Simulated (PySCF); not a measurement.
C₅H₃NS, SMILES N#Cc1cccs1, B3LYP/def2-SVP optimised geometry.

```
10

N     -2.29    -2.70     0.00
C     -1.58    -1.79     0.00
C     -0.71    -0.66     0.00
C      0.68    -0.66     0.00
C      1.22     0.65     0.00
C      0.25     1.62     0.00
S     -1.34     0.96     0.00
H      1.27    -1.58     0.00
H      2.29     0.86     0.00
H      0.39     2.70     0.00
```

Density from PySCF with B3LYP/def2-TZVP at that geometry.

Minimum of the electron density along straight lines between bonded atoms, close to the bond critical point (lines longer than 1.1 times the sum of covalent radii, or with two minima, are not listed):

```
bond    length / Å  ρ at the minimum / e bohr⁻³  ∇²ρ there / e bohr⁻⁵  position (fraction from the first atom)
------  ----------  ---------------------------  --------------------  ---------------------------------------
N1–C2        1.163                        0.487            (withheld)                                     0.65
C2–C3        1.419                        0.292                 -0.85                                     0.53
C3–C4        1.384                        0.320                 -0.91                                     0.52
C4–C5        1.421                        0.302                 -0.86                                     0.50
C5–C6        1.375                        0.326                 -0.95                                     0.49
C3–S7        1.747                        0.207            (withheld)                                     0.48
C6–S7        1.722                        0.217            (withheld)                                     0.48
C4–H8        1.090                        0.283                 -1.01                                     0.65
C5–H9        1.091                        0.282                 -1.00                                     0.65
C6–H10       1.089                        0.282                 -1.00                                     0.65
```

**Question.** Some entries are withheld; supply them.

**Answer.** 
- N1–C2, ∇²ρ there / e bohr⁻⁵: -0.34
- C3–S7, ∇²ρ there / e bohr⁻⁵: -0.40
- C6–S7, ∇²ρ there / e bohr⁻⁵: -0.45
